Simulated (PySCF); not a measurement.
# Atomic charges by several schemes

C7H12ClNSi.
Structure used (GFN2-xTB), in Å, numbered top down from 1:
```
atom  x, y, z in Å
N1     3.7899    1.5677    1.3270
C2     3.5998    0.6234    0.7095
C3     3.3305   -0.5534   -0.0535
Si4    1.5048   -1.1181    0.1646
Cl5    1.2833   -2.7842   -0.9656
C6     0.3517    0.2581   -0.4599
C7    -1.1217   -0.1230   -0.4151
C8    -1.7623   -0.2591    0.9763
C9    -2.9359    0.6141    0.5065
C10   -2.1357    0.9878   -0.7502
H11    4.0091   -1.3425    0.2731
H12    3.5435   -0.3417   -1.1033
H13    1.2773   -1.4734    1.5649
H14    0.6092    0.5227   -1.4901
H15    0.5030    1.1598    0.1373
H16   -1.2900   -1.0140   -1.0232
H17   -1.1670    0.2193    1.7517
H18   -2.0104   -1.2691    1.2954
H19   -3.8282    0.0343    0.2806
H20   -3.2085    1.4386    1.1614
H21   -2.6577    0.8907   -1.6999
H22   -1.6952    1.9813   -0.6899
```

Density: PBE0/pcSseg-1 (PySCF); schemes: Mulliken, IAO, Hirshfeld and ESP-fitted. The structure is a single GFN2-xTB conformer in the gas phase; no vibrational or solvent corrections.

Question: What partial charge does each atom carry?

Answer: In e:

```csv
atom,environment,Mulliken,IAO,Hirshfeld,ESP-fitted
N1,nitrile nitrogen,-0.249,-0.263,-0.239,-0.511
C2,nitrile carbon,+0.030,+0.141,+0.078,+0.469
C3,sp3 carbon bound to silicon,-0.511,-0.589,-0.136,-0.523
Si4,chlorine-bound silicon,+0.874,+0.957,+0.390,+0.570
Cl5,silicon-bound chlorine,-0.317,-0.310,-0.111,-0.206
C6,sp3 carbon bound to silicon,-0.450,-0.545,-0.159,-0.706
C7,four-membered-ring carbon,-0.385,-0.101,-0.025,+0.369
C8,four-membered-ring carbon,-0.159,-0.274,-0.074,-0.195
C9,four-membered-ring carbon,-0.226,-0.263,-0.070,-0.056
C10,four-membered-ring carbon,-0.127,-0.267,-0.071,-0.170
H11,methylene hydrogen,+0.196,+0.195,+0.068,+0.179
H12,methylene hydrogen,+0.196,+0.193,+0.068,+0.191
H13,Si–H hydrogen,-0.029,-0.117,-0.066,-0.088
H14,methylene hydrogen,+0.157,+0.151,+0.043,+0.172
H15,methylene hydrogen,+0.156,+0.154,+0.044,+0.223
H16,methine hydrogen,+0.127,+0.131,+0.030,-0.009
H17,methylene hydrogen,+0.114,+0.131,+0.038,+0.080
H18,methylene hydrogen,+0.128,+0.135,+0.036,+0.037
H19,methylene hydrogen,+0.119,+0.138,+0.040,+0.046
H20,methylene hydrogen,+0.122,+0.136,+0.038,+0.035
H21,methylene hydrogen,+0.124,+0.135,+0.037,+0.036
H22,methylene hydrogen,+0.109,+0.133,+0.039,+0.057
```

Mean size of the charges over all atoms: IAO 0.248 e, ESP-fitted 0.224 e, Mulliken 0.223 e, Hirshfeld 0.086 e. Each set sums to the total charge, 0, to within 0.001 e. The Hirshfeld scheme weights the molecular density at each point by an atom's share of the summed free-atom densities.

Lowest charge. The schemes don't all agree: Mulliken C3 (-0.511); IAO C3 (-0.589); Hirshfeld N1 (-0.239); ESP-fitted C6 (-0.706).

Highest charge. All schemes agree: Mulliken Si4 (+0.874); IAO Si4 (+0.957); Hirshfeld Si4 (+0.390); ESP-fitted Si4 (+0.570).

Question: Sum the charges by element, for elements with more than one atom.

Answer: 
| element | atoms | Mulliken | IAO | Hirshfeld | ESP-fitted |
| --- | --- | --- | --- | --- | --- |
| C | 7 | -1.828 | -1.899 | -0.456 | -0.812 |
| H | 12 | +1.520 | +1.515 | +0.415 | +0.959 |

Question: How many electrons does the Hirshfeld scheme count on C6?

Answer: Z − q = 6 − (-0.159) = 6.159.
